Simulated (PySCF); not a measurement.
SnCl3, SMILES [Cl][Sn-]([Cl])[Cl], charge -1. Geometry: B3LYP-D3(BJ)/def2-SVPD. The isomer is the one that the SMILES or the coordinates give; other isomers of the formula were not compared. The def2 effective core potentials stand for the cores of Sn; spin–orbit coupling is left out.

Level of theory: B3LYP-D3(BJ)/def2-SVPD (PySCF 2.14.0).

Harmonic wavenumbers (cm⁻¹): 86, 86, 104, 255, 255, 281. Rotational constants (GHz): 1.452, 1.452, 0.9652; symmetry number 3.

Task: Work out the zero-point energy and the ideal-gas rigid-rotor harmonic-oscillator thermochemistry at 298.15 K and 1 atm.

Result: ZPE = ½ Σ hcν = ½ × 1066 cm⁻¹ = 6.38 kJ/mol. H − E(el) = 25.89 kJ/mol. Entropy in J/(mol K): translation 176.30, rotation 114.07, vibration 66.17, total 356.54. G − E(el) = -80.41 kJ/mol. Cp = 79.63 J/(mol K). Modes under 150 cm⁻¹ make the vibrational entropy uncertain.
